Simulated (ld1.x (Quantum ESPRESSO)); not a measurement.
**Varying the TM potential for phosphorus (P)**

Base potential:

phosphorus, norm-conserving Troullier–Martins (Kleinman–Bylander form), made with ld1.x (Quantum ESPRESSO) 7.5 (PBE, scalar-relativistic). Core [Ne], reference 3s2 3p3. Waves: 3s (bound): rc 1.65 bohr; 3p (bound): rc 1.85 bohr; 3d channel at 0.05 Ry: rc 1.80 bohr. Local part: the d channel. Core correction: none.

Cutoffs, loose and tight: the cutoffs (Ry, on a coarse ladder) from which the occupation-weighted sum of valence levels, in a spherical-Bessel basis at the reference potential, stays within 10 and 1 mRy of its value at 400 Ry. They do not see the model core or the augmentation charge, which bear on the density cutoff. Test errors are all-electron minus pseudo excitation energies from the reference, over the configurations 3s2 3p2; 3s2 3p1; 3s2 3p0; 3s2 3p3.3; 3s2 3p2.5; 3s0 3p5; 3s1 3p4. A dash means not determined; rows that change the core or the reference have their own tests.

| change | outcome | cutoff, loose | cutoff, tight | bound ghosts | largest test error (meV) |
| --- | --- | --- | --- | --- | --- |
| base | generated | 21 Ry | 45 Ry | none | +97 |
| wave 3d channel at 0.05 Ry: rc 1.80 bohr becomes 3d channel at 1.71 Ry: rc 1.80 bohr | generated | 21 Ry | 45 Ry | none | +95 |
| functional Wu–Cohen | generated | 21 Ry | 50 Ry | none | +129 |
| wave 3d channel at 0.05 Ry: rc 1.80 bohr becomes 3d channel at 0.05 Ry: rc 2.56 bohr | generated | 21 Ry | 45 Ry | none | +83 |
| core correction a·sin(br)/r model core inside 1.32 bohr | generated | 21 Ry | 45 Ry | none | +70 |
| wave 3p (bound): rc 1.85 bohr becomes 3p (bound): rc 1.30 bohr | generated | 55 Ry | 100 Ry | none | +60 |
| all radii scaled by about 0.86 (s 1.42, p 1.58, d 1.54 bohr) | generated | 21 Ry | 50 Ry | none | +135 |
| type RRKJ; local potential the s channel | generated | 30 Ry | 50 Ry | none | +79 |

Task: What comes out with this change to the base: wave 3s (bound): rc 1.65 bohr becomes 3s (bound): rc 2.08 bohr?

Result: outcome: generated; cutoff, loose: 15 Ry; cutoff, tight: 35 Ry; bound ghosts: none; largest test error (meV): +167.

Task: What comes out with this change to the base: local potential the s channel?

Result: outcome: generated; cutoff, loose: 21 Ry; cutoff, tight: 45 Ry; bound ghosts: none; largest test error (meV): +52.
